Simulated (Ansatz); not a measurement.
Reaction (ligand exchange at the Al–Br bond): `[OH][Al]([Br])[Br]` + CH₃OH → `C[O][Al]([OH])[Br]` + HBr

Gas-phase electronic energies from Ansatz, PBE0-D4/def2-TZVP geometries. CCSD(T)/CBS adds triple-zeta CCSD(T) − MP2 to the extrapolated MP2 energy (def2 sets, frozen cores). This one scheme is used for every species. Functionals use def2-TZVPP. For Br outer-core shells are correlated without core-valence functions, which leaves a few kJ/mol of doubt a bond. Scalar relativity is left out up to krypton. One conformer a species, not always the lowest.

| level | ΔE (eV) |
| --- | --- |
| PBE-QIDH | 0.31 |
| PBE | 0.30 |
| revPBE | 0.33 |
| r2SCAN0 | 0.30 |

Q: What does CCSD(T)/CBS give? (An estimate is asked.)

A: Computed: +0.28 eV. The listed levels differ from it by 0.03, 0.02, 0.05, 0.02 eV.

Q: What do rigid-rotor, harmonic-oscillator terms from PBE0-D4/def2-TZVP frequencies (298.15 K, 1 bar) make of the CCSD(T)/CBS value? (Best estimate.)

A: Ansatz gave: ΔZPE = -0.12 eV, ΔH = +0.19 eV, ΔS = -11 J/(mol·K), ΔG = +0.23 eV.

Largest T1 diagnostic among the species: 0.010.

In def2-TZVPP, CCSD(T) changes the Hartree–Fock value by −0.07 eV (the triples alone add +0.00 eV) and MP2 by −0.04 eV. From PBE to PBE0 (25 % exact exchange), in def2-TZVPP and without D4, ΔE moves by +0.03 eV.
